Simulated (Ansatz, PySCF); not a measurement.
CH3, SMILES [CH3+], charge +1. Atoms are numbered in the order given.

```xyz
4

C      0.0000     0.0000     0.0000
H      1.0934     0.0000     0.0000
H     -0.5467     0.9469     0.0000
H     -0.5467    -0.9469     0.0000
```
Charge +1, spin multiplicity 1.

Geometry: ωB97X-D3(BJ)/def2-TZVPD.

Vertical ionisation energy (IE) and electron affinity (EA) in eV. Rows of orbital energies are one-electron estimates. Where ΔSCF, EOM or ADC give a negative EA the extra electron is unbound and the value depends on the basis.

```
level                                                                         IE     EA
-------------------------------------------------------------------------  -----  -----
−ε(HOMO), −ε(LUMO), CAM-B3LYP/def2-TZVPD (PySCF)                           23.20  11.59
−ε(HOMO), −ε(LUMO), B3LYP/def2-TZVPD (PySCF)                               21.41  13.25
−ε(HOMO), −ε(LUMO), PBE/def2-TZVPD (PySCF)                                 19.98  14.48
EOM-CCSD/aug-cc-pVDZ (PySCF)                                               25.47   9.61
ADC(3)/aug-cc-pVDZ (PySCF)                                                 25.43   9.54
ΔSCF, CAM-B3LYP/def2-TZVPD (Ansatz), final states of multiplicity 2 and 2  25.52   9.91
ΔSCF, PBE/def2-TZVPD (Ansatz), final states of multiplicity 2 and 2        25.35  10.00
```

**Question.** What vertical singlet–triplet gap does ΔSCF give with CAM-B3LYP/def2-TZVPD (Ansatz, a program for electronic structure) and with PBE/def2-TZVPD (Ansatz)? (The exact figures need the calculation; the answer reports its results.)

**Answer.** 4.93 and 4.63 eV (triplet above singlet where positive).

Computed lowest 1s main lines (those of the lightest heavy element) from CVS-ADC(2)-x/aug-cc-pVDZ (PySCF, non-relativistic), with pole strengths:
307.2 eV (1.60).
